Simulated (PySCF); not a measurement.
Si(H)(I)2(OMe) (CH₄I₂OSi), SMILES CO[SiH](I)I. Atoms are numbered in the order given.

```xyz
9

Si    -0.5250    -0.0807     0.7360
I     -0.4244     1.8026    -0.8615
I      1.4167    -1.5496     0.5116
O     -1.8554    -1.0013     0.4383
C     -3.1969    -0.5657     0.3059
H     -0.5297     0.5052     2.0986
H     -3.8172    -1.4430     0.0731
H     -3.5679    -0.1086     1.2402
H     -3.2988     0.1691    -0.5111
```

Geometry: B3LYP-D3(BJ)/def2-SVP. The def2 effective core potentials stand for the cores of I; spin–orbit coupling is left out. Other conformers were not sampled.

Computed with PBE/def2-TZVP in PySCF.

ESP charges are fitted to the potential on shells at 1.4 to 2.0 van der Waals radii. Atomic charges (e):

```tsv
atom	ESP fit	Löwdin
Si1	-0.29	-0.38
I2	0.01	0.15
I3	0.04	0.20
O4	-0.02	0.09
C5	-0.24	-0.36
H6	0.14	-0.02
H7	0.12	0.12
H8	0.14	0.11
H9	0.11	0.11
```

**Question.** Give the Mayer and Wiberg (Löwdin basis) orders of the bonds. (An estimate is asked for; the answer gives what the named calculation found.)

**Answer.** 
| bond | Mayer | Wiberg |
|---|---|---|
| Si1–I2 | 1.13 | 1.64 |
| Si1–I3 | 1.19 | 1.70 |
| Si1–O4 | 1.29 | 1.64 |
| O4–C5 | 0.95 | 1.50 |
| Si1–H6 | 0.88 | 0.90 |
| C5–H7 | 0.96 | 0.94 |
| C5–H8 | 0.96 | 0.94 |
| C5–H9 | 0.96 | 0.93 |
